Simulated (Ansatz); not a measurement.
Computed with Ansatz on PBE0-D4/def2-TZVP structures; ΔE is electronic, products minus reactants. CCSD(T)/CBS is the MP2 limit (def2-TZVPP, def2-QZVPP) plus CCSD(T) − MP2 in def2-TZVPP, frozen cores. This one scheme is used for every species. DFT in def2-TZVPP. HSE06 is defined as in plane-wave codes. Each species was taken in one conformer, which may not be the lowest.

Reaction (hydrogenolysis of a C–C bond): `CCB(O)S` + H₂ → `CB(O)S` + CH₄

`CCB(O)S`:

```xyz
12

C    -1.157   -1.146    0.225
C    -0.632    0.262   -0.029
B     0.931    0.390   -0.089
O     1.698   -0.718    0.085
S     1.770    1.987   -0.389
H    -0.832   -1.836   -0.556
H    -2.249   -1.166    0.257
H    -0.788   -1.541    1.173
H    -1.044    0.659   -0.966
H    -1.000    0.950    0.744
H     2.646   -0.571    0.036
H     0.657    2.729   -0.491
```

H₂:

Z-matrix (Å, degrees):
```
H
H 1 0.746
```

`CB(O)S`:

Z-matrix (Å, degrees):
```
C
B 1 1.565
H 1 1.094 2 110.8
H 1 1.094 2 111.3 3 118.3
H 1 1.091 2 111.4 3 -120.6
O 2 1.359 1 119.2 3 118.3
S 2 1.829 1 122.6 3 -61.5
H 6 0.961 2 115.1 1 -179.8
H 7 1.341 2 96.8 1 -0.2
```

CH₄:

Cartesian coordinates in Å:
```
C 0.000 0.000 0.000
H -0.470 0.080 0.980
H 0.277 -1.037 -0.187
H 0.892 0.625 -0.026
H -0.699 0.333 -0.767
```

| level | ΔE (kJ/mol) | difference from CCSD(T)/CBS |
| --- | --- | --- |
| revPBE-D4 | -70.9 | 5.3 |
| BLYP-D4 | -77.9 | -1.7 |
| PBE0-D4 | -78.3 | -2.1 |
| HSE06-D4 | -78.5 | -2.3 |
| ωB97M-V | -78.2 | -2.0 |
| PBE | -81.5 | -5.3 |
| revPBE | -85.2 | -9.0 |
| BLYP | -89.0 | -12.8 |
| r2SCAN | -80.8 | -4.6 |
| HSE06 | -82.9 | -6.7 |
| CAM-B3LYP | -86.4 | -10.2 |
| RPA@PBE/def2-TZVPP | -73.7 | 2.5 |
| MP2/def2-SVP | -74.2 | 2.0 |
| CCSD/def2-SVP | -79.2 | -3.0 |
| CCSD(T)/def2-TZVPP | -77.1 | -0.9 |
| MP2/def2-QZVPP | -73.9 | 2.3 |
| CCSD(T)/CBS | -76.2 | 0 |

Largest T1 diagnostic among the species: 0.012.

Leaving LDA and LC-ωPBE aside and taking each functional with its dispersion term where it has one, the values, not all of them listed here, spread over 14.8 kJ/mol, from B97M-V to revPBE-D4. LDA lies +8.5 kJ/mol from PBE without D4. The D4 term adds +8.3 kJ/mol with B3LYP and +4.6 kJ/mol with PBE0; it sums over pairs of atoms, weighted by their polarisabilities, and B3LYP, whose exchange is more repulsive, gets the larger term.

B3LYP here is the variant with VWN-RPA as its local correlation; programs differ in this.
